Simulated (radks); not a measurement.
Valence configurations of Tl2+ (all share [Xe]). All-electron calculation, Dirac Kohn-Sham, BLYP, spin-unpolarised, spherical densities, finite nucleus; open shells are shared between the two j in proportion to 2j + 1; Fermi nuclear charge, rms radius 5.4759 fm. Program: a radial shooting solver on a logarithmic mesh with Libxc functionals. Energies are relative to 4f14 5d10 6s1; eigenvalues in eV.

| valence | E (eV) | e(4f5/2) | e(4f7/2) | e(5d3/2) | e(5d5/2) | e(6p1/2) |
|---|---|---|---|---|---|---|
| 4f14 5d10 6s1 | 0.000 | -133.99 | -129.39 | -34.340 | -32.086 | - |
| 4f14 5d9.5 6s1.5 | 3.978 | -136.11 | -131.51 | -35.843 | -33.539 | - |
| 4f14 5d9.5 6s1 6p0.5 | 8.681 | -136.98 | -132.38 | -36.645 | -34.330 | -18.551 |
| 4f14 5d9 6s1 6p1 | 18.081 | -140.00 | -135.40 | -38.942 | -36.565 | -19.457 |
| 4f13.5 5d10 6s1.5 | 54.878 | -142.54 | -137.87 | -36.707 | -34.319 | - |
| 4f13.5 5d9 6s1 6p1.5 | 79.919 | -149.55 | -144.87 | -42.180 | -39.658 | -20.453 |
| 4f13 5d10 6s1 6p1 | 123.52 | -153.02 | -148.28 | -40.765 | -38.221 | -19.659 |
| 4f13 5d9.5 6s2 6p0.5 | 124.18 | -154.44 | -149.70 | -41.570 | -38.983 | -19.710 |
| 4f13 5d9 6s2 6p1 | 135.48 | -157.61 | -152.87 | -43.962 | -41.313 | -20.620 |
| 4f12 5d10 6s1 6p2 | 264.55 | -172.77 | -167.89 | -47.443 | -44.605 | -21.656 |

NIST lists [Xe] 4f14 5d10 6s1 as the ground configuration; this level of theory agrees among the configurations tried. The energies are those of spherical spin-averaged densities, not of single terms.
